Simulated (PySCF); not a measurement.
B3LYP has the VWN-RPA correlation part, as in Gaussian. 

```xyz
9

C      1.8603    -0.0916    -0.2717
C      0.6184     0.1980    -0.0071
C     -0.6289     0.5153     0.2228
N     -1.7603    -0.2565    -0.0964
H      2.5084    -0.5637     0.4617
H      2.3065     0.1267    -1.2385
H     -0.8576     1.4909     0.6404
H     -1.5454    -1.2206    -0.3079
H     -2.4944    -0.1960     0.5947
```

Charge 0, multiplicity 1.

Q: Give the Mulliken and meta-Löwdin atomic charges from B3LYP-D3(BJ)/def2-TZVP in PySCF.

A: 
```csv
atom,Mulliken (e),meta-Löwdin (e)
C1,-0.28,-0.28
C2,-0.05,-0.06
C3,-0.03,-0.06
N4,-0.43,-0.46
H5,0.12,0.13
H6,0.12,0.13
H7,0.12,0.13
H8,0.22,0.23
H9,0.22,0.23
```
